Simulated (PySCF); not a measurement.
## Cu: electron affinity

Cu⁻ [Ar] 3d10 4s2 (1S) → Cu [Ar] 3d10 4s1 (2S), as a difference of total energies. All numbers are calculated (PySCF 2.14, the spin-free X2C one-electron Hamiltonian (Gaussian nucleus), in aug-cc-pwCVTZ-DK (10s9p7d4f3g, 127 functions)). Correlated levels: valence: [Ar] frozen; valence and next inner shell: [Ne] frozen; nothing frozen. The calculations carry no spin-orbit coupling.

```csv
method,electron affinity (eV)
UHF,0.010
LDA,1.589
PBE,1.379
r2SCAN,1.237
PW91,1.408
BHandHLYP,0.930
BP86,1.532
SCS-MP2 (valence),0.913
MP2 (valence and next inner shell),0.898
SCS-MP2 (valence and next inner shell),0.930
MP2 (all electrons),0.898
SCS-MP2 (all electrons),0.930
```

Q: Estimate what PBE0 gives.

A: 1.082 eV, closest to BHandHLYP among the rows shown.

Q: Estimate what MP2 (valence) gives.

A: 0.873 eV, closest to MP2 (all electrons) among the rows shown.

Errors of the correlated levels include the incompleteness of this basis and the frozen core.

In the anion the highest occupied orbital energy is positive at LDA, PBE, PBE0, r2SCAN, PW91, BHandHLYP, BP86, a self-interaction effect; the basis confines that electron, and the energy difference can still be sensible.

For comparison: 1.236 eV (measured; photodetachment measurements, as compiled on the Wikipedia data page of electron affinities).
